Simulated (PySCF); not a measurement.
Computed IR spectrum (relative IR intensity) of a molecule C2H7FSi3. Geometry: PBE0-D3(BJ)/def2-SVP. One conformer was computed; it need not be the lowest. Calculation: PBE0-D3(BJ)/def2-SVP run with PySCF. Frequencies are harmonic and unscaled.

Lines under 2 % of the strongest are left out, and lines within 2 cm⁻¹ are merged.

| ν (cm⁻¹) | relative intensity |
|---|---|
| 259 | 2.6 |
| 358 | 4.1 |
| 466 | 4.7 |
| 534 | 3.0 |
| 662 | 20 |
| 728 | 2.9 |
| 771 | 100 |
| 818 | 38 |
| 867 | 19 |
| 877 | 4.4 |
| 917 | 32 |
| 931 | 86 |
| 941 | 7.2 |
| 964 | 39 |
| 2223 | 16 |
| 2231 | 9.4 |
| 2234 | 4.3 |
| 2238 | 12 |
| 2242 | 15 |
| 2246 | 26 |
| 2280 | 20 |
| 2283 | 25 |

Q: Which structure fits?
A. F[SiH2][SiH2]C#C[SiH3]
B. F[SiH2]C#C[SiH2][SiH3]
C. FC1=C[Si@H]([SiH3])[SiH2]1
D. F[Si@H]1C=C([SiH3])[SiH2]1

A: B, F[SiH2]C#C[SiH2][SiH3]
